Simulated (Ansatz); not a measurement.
Species: SiH2SeF, charge 0, doublet. SiH2SeF (SMILES F[Se][SiH2], doublet).
B3LYP-D3(BJ)/def2-TZVP minimum from Ansatz (a quantum-chemistry and plane-wave program):
```xyz
5

Se     0.0498     0.2950     0.5772
F      0.8741     1.3620    -0.5958
Si    -0.4983    -1.3582    -0.8850
H     -1.4826    -0.9152    -1.9109
H     -1.1010    -2.3579     0.0375
```
Charge 0, spin multiplicity 2.

Total energies in hartree (Ansatz). Open shells are spin-unrestricted; no spin-orbit coupling. Correlated methods leave the cores frozen (noble-gas shells, and filled d and f shells in the p block). No relativity. For partners of very few electrons the exact lower level stands in for a higher one.

```tsv
species	HF/def2-TZVPP	CCSD(T)/def2-TZVPP	HF/def2-QZVPP	CCSD(T)/def2-QZVPP	CCSD(T)/def2-SVP	CCSDT(Q)/def2-SVP
1: SiH2SeF (SMILES [Se](F)[SiH2], doublet)	-2789.38743	-2789.94545	-2789.44952	-2790.05275	-2789.27897	-2789.28138
2: Se (triplet)	-2399.82719	-2399.94997	-2399.87465	-2400.00689	-2399.62138	-2399.62171
3: F (doublet)	-99.41180	-99.62506	-99.41589	-99.65118	-99.43472	-99.43491
4: Si (triplet)	-288.85084	-288.92770	-288.85873	-288.93839	-288.81556	-288.81596
5: H (doublet)	-0.49981	-0.49981	-0.49998	-0.49998	-0.49928	-0.49928
```

Q: Work out the atomisation energy (electronic, to ground-state atoms) in kcal/mol: take Hartree-Fock from def2-QZVPP, extrapolate the CCSD(T) correlation energy as X^-3 (X = 3, 4), and add CCSDT(Q) - CCSD(T) in def2-SVP. 1 hartree = 627.51 kcal/mol.

A: 
Species 1: correlation (64·(-0.60323) - 27·(-0.55802))/37 = -0.63622; step -0.00241; E1 = -2789.44952 + (-0.63622) + (-0.00241) = -2790.08815
Species 2: correlation (64·(-0.13224) - 27·(-0.12278))/37 = -0.13914; step -0.00033; E2 = -2399.87465 + (-0.13914) + (-0.00033) = -2400.01412
Species 3: correlation (64·(-0.23529) - 27·(-0.21326))/37 = -0.25137; step -0.00019; E3 = -99.41589 + (-0.25137) + (-0.00019) = -99.66745
Species 4: correlation (64·(-0.07966) - 27·(-0.07686))/37 = -0.08170; step -0.00040; E4 = -288.85873 + (-0.08170) + (-0.00040) = -288.94083
Species 5: correlation (64·(0.00000) - 27·(0.00000))/37 = 0.00000; step +0.00000; E5 = -0.49998 + (0.00000) + (+0.00000) = -0.49998
-1·E1 +1·E2 +1·E3 +1·E4 +2·E5 = 0.46579 hartree = 292.3 kcal/mol.
